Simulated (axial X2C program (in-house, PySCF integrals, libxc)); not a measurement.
# Low determinants of TiP at the PBE0 level, with spin–orbit coupling

All values were computed with an in-house relativistic program for diatomic molecules. Two-component (2c) means X2C with spin–orbit coupling and atomic mean-field two-electron Coulomb and Gaunt terms. Basis: Ti dyall-cv3z [10s10p6d4f2g], P dyall-v3z [8s7p2d1f] (cores contracted in-house); Gaussian nuclei, density fitting, unrestricted open shells. Masses: Ti 47.948 u, P 30.974 u.

Search at 2.190 Å (vertical energies from the lowest determinant):

| ΔE (eV) | state | electrons beyond evenly filled partner blocks | electrons in ±ω = 1/2, 3/2, 5/2, 7/2 |
| --- | --- | --- | --- |
| 0.00 | Ω = 3/2 | ω = 3/2 | 28 9 0 0 |
| 0.02 | Ω = 5/2 | ω = 5/2 | 28 8 1 0 |
| 0.19 | Ω = 1/2 | ω = 1/2 | 29 8 0 0 |
| 0.22 | Ω = 5/2 | ω = -1/2, 2 × ω = 3/2 | 29 8 0 0 |
| 0.25 | Ω = 9/2 | ω = 1/2, ω = 3/2, ω = 5/2 | 29 7 1 0 |
| 0.27 | Ω = 7/2 | 2 × ω = 1/2, ω = 5/2 | 28 8 1 0 |
| 0.30 | Ω = 1/2 | 2 × ω = -1/2, ω = 3/2 | 28 9 0 0 |

Lowest determinant, Ω = 3/2 (⟨Sz⟩ = -0.50, ⟨Lz⟩ = 2.00 at PBE0): Re = 2.145 Å, ωe = 425.0 cm⁻¹.

The determinant in row 2 of the search, Ω = 5/2 (⟨Sz⟩ = 0.50, ⟨Lz⟩ = 2.00 at PBE0), was followed along the bond at PBE0; measured from the minimum of the lowest determinant it gives:

Te = 0.025 eV (201 cm⁻¹), Re = 2.145 Å, ωe = 424.7 cm⁻¹.

Task: Compare the bond of the determinant in row 2 with that of the lowest one.

Result: At PBE0 its Re is the same within 0.001 Å and its force constant, which goes as ωe², is 1.00 times that of the lowest determinant. T0 ≈ Te + Δωe/2 = 201 + (0) = 201 cm⁻¹.

The search compares states at one distance, so a state with another bond length can lie lower; it is not exhaustive and yields mostly the lowest determinant of each block pattern, so other components and higher states of one pattern are missing. These are energies of single determinants, not of spin-adapted states; PBE0 term energies can be off by some tenths of an eV, and the functional has no current term. The lowest determinant need not be the ground state where others lie within half an eV.
